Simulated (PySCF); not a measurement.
Isomers of C8H11F, one GFN2-xTB conformer each. Single-point energies are computed at PBE0/pcSseg-1 (PySCF, gas phase, no added dispersion term), electronic only.

Question: Rank them by PBE0/pcSseg-1 energy, lowest first (kJ/mol).
A. `[CH2:1]=[C:2]=[CH:3][C@@H:4]1[CH2:5][C@H:6]([CH3:7])[C@H:8]1[F:9]` with C2–C3–C4–C5 -130°, C3–C4–C5–C6 -132°, C4–C5–C6–C7 133°, C5–C6–C8–F9 -131°, C3–C4–C8–C6 133°
B. `[CH2:1]=[C:2]=[CH:3][C@H:4](/[CH:5]=[CH:6]\[CH3:7])[CH2:8][F:9]` with C2–C3–C4–C5 -120°, C3–C4–C5–C6 102°, C3–C4–C8–F9 60°
C. `[CH:1]#[C:2][C@H:3]([CH2:4][F:5])/[C:6]([CH3:7])=[CH:8]/[CH3:9]` with C2–C3–C4–F5 71°, C2–C3–C6–C7 55°
D. `[F:1][CH2:2][C@H:3]1[C@@H:4]2[CH:5]=[CH:6][C@H:7]1[CH2:8][CH2:9]2` with F1–C2–C3–C4 170°
E. `[CH2:1]=[CH:2][C:3](=[CH2:4])[C:5](=[CH2:6])[CH2:7][CH2:8][F:9]` with C1–C2–C3–C4 175°, C2–C3–C5–C6 -65°, C3–C5–C7–C8 -69°, C5–C7–C8–F9 177°

Answer: D (0.0), E (106.4), A (135.5), B (156.2), C (174.0).

As drawn, the highest has a C≡C bond, which the lowest lacks. GFN2-xTB itself gives, in the same order: 0.0, 183.6, 157.1, 224.9, 205.6. Both levels put the same isomer lowest; measured from each level's own lowest isomer, the values differ by up to 77.2 kJ/mol (C=CC(=C)C(=C)CCF: 183.6 against 106.4).

Question: Which frontier levels, dipoles and rotational constants go with these structures?

Answer: 
| SMILES | HOMO (eV, PBE0/pcSseg-1) | LUMO (eV) | dipole (D) | A, B, C (MHz) |
| --- | --- | --- | --- | --- |
| FC[C@H]1[C@@H]2C=C[C@H]1CC2 | -7.08 | 0.33 | 1.93 | 2966, 1312, 1258 |
| C=CC(=C)C(=C)CCF | -6.82 | -1.04 | 1.75 | 2103, 1013, 985.1 |
| C=C=C[C@@H]1C[C@H](C)[C@H]1F | -7.27 | 0.32 | 1.67 | 3239, 857.0, 738.8 |
| C=C=C[C@H](/C=C\C)CF | -7.02 | 0.00 | 2.02 | 1410, 1353, 763.4 |
| C#C[C@H](CF)/C(C)=C/C | -7.12 | 0.23 | 2.43 | 2285, 985.9, 817.5 |
